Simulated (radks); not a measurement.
Removal energies from neutral technetium, [Kr] 4d(3/2: 4, 5/2: 2) 5s1, by Delta-SCF beside the eigenvalue of the level emptied. All-electron calculation, Dirac Kohn-Sham, relativistic LDA (MacDonald-Vosko exchange, VWN5 correlation), spin-unpolarised, spherical densities, finite nucleus; Fermi nuclear charge, rms radius of each element as measured or else 0.836 A^(1/3) + 0.57 fm. Program: a radial shooting solver on a logarithmic mesh with Libxc functionals. Sub-shells are occupied by j as written (lower j first in brackets).

[
 {"removed from": "5s1/2", "final configuration": "[Kr] 4d(3/2: 4, 5/2: 2)", "Delta-SCF (eV)": "7.368", "-eigenvalue (eV)": "4.393"},
 {"removed from": "4d5/2", "final configuration": "[Kr] 4d(3/2: 4, 5/2: 1) 5s1", "Delta-SCF (eV)": "9.137", "-eigenvalue (eV)": "4.519"},
 {"removed from": "4d3/2", "final configuration": "[Kr] 4d(3/2: 3, 5/2: 2) 5s1", "Delta-SCF (eV)": "9.434", "-eigenvalue (eV)": "4.779"},
 {"removed from": "4p3/2", "final configuration": "[Ar] 3d10 4s2 4p(1/2: 2, 3/2: 3) 4d(3/2: 4, 5/2: 2) 5s1", "Delta-SCF (eV)": "47.203", "-eigenvalue (eV)": "41.459"}
]
